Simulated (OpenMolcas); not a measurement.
Re2+ among 6 point charges of -1.7 e arranged as an octahedron (Oh), 2.11 Å from the ion.
```
   2.1100    0.0000    0.0000  -1.70
   0.0000    2.1100    0.0000  -1.70
  -2.1100    0.0000    0.0000  -1.70
   0.0000   -2.1100    0.0000  -1.70
   0.0000    0.0000    2.1100  -1.70
   0.0000    0.0000   -2.1100  -1.70
```

* Program: OpenMolcas 26.06
* Method: CASSCF
* Basis: ANO-RCC-VDZP [7s6p4d2f1g]
* Scalar Hamiltonian: DKH2, point nucleus
* Active space: 5 electrons in 5 orbitals (5d)
* State averaging: 2S+1 = 6 even, 1 root; 2S+1 = 4 even, 24 roots; 2S+1 = 2 even, 75 roots
* Spin-orbit coupling: state interaction with AMFI integrals over the reference wave functions

(1) What is the spin-free ground state (labels of O, the rotations of Oh)?

(2) What are the lowest two levels with spin-orbit coupling?

(3) What is χT at 300 K?

(4) Which ligand-field parameters describe the states?

Results:

(1) 6A1, 1-fold in its orbital part, 100 % from free-ion S terms; it has the highest spin that d5 allows.

(2) A 2-fold level Γ7 with g = 3.05, 3.05, 3.05, then a 4-fold level Γ8 487.0 cm-1 above it. Their leading multiplicities are 6 (70 %) and 6 (83 %).

(3) 2.96 cm3 K/mol.

(4) A least-squares ligand-field fit to the states below 45000 cm-1, each weighted by its degeneracy and with a free common offset, gives 10Dq = 14036 cm-1, B = 733 cm-1 and C = 2870 cm-1 (C/B = 3.92), with an rms deviation of 356 cm-1. 

Spin-orbit coupling mixes the spin-free states strongly: the lowest level takes only 70 % from its leading state, 6A1. Without dynamic correlation the repulsion within the d shell is too large (B by tens of per cent), so at a given field states of lower spin stand too high. Point charges give a weaker field than real ligands, and real ions of this kind are as a rule low spin; the high spin found here belongs to the model. This is an electrostatic model: the charges have no orbitals. No measured value stands beside these numbers.
